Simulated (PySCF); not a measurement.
A structure optimised at PBE0-D3(BJ)/def2-SVP, used in a PySCF frequency run:

```xyz
14

F      0.5042     2.5501     0.0000
C     -0.6532     1.7871     0.0000
B     -0.3356     0.2440     0.0000
C     -1.2848    -1.0007     0.0000
C     -0.4833    -2.0848     0.0000
C      0.9678    -1.7187     0.0000
N      0.9651    -0.2792     0.0000
H     -1.2584     2.0650     0.8837
H     -1.2584     2.0650    -0.8837
H     -2.3750    -1.0713     0.0000
H     -0.7989    -3.1330     0.0000
H      1.4825    -2.1398    -0.8856
H      1.4825    -2.1398     0.8856
H      1.8317     0.2404     0.0000
```

Write its SMILES, formula and point group.

FCB1C=CCN1, C4H7BFN, Cs

What are its rotational constants (standard atomic weights)?

6.4510, 1.7119, 1.3761 GHz
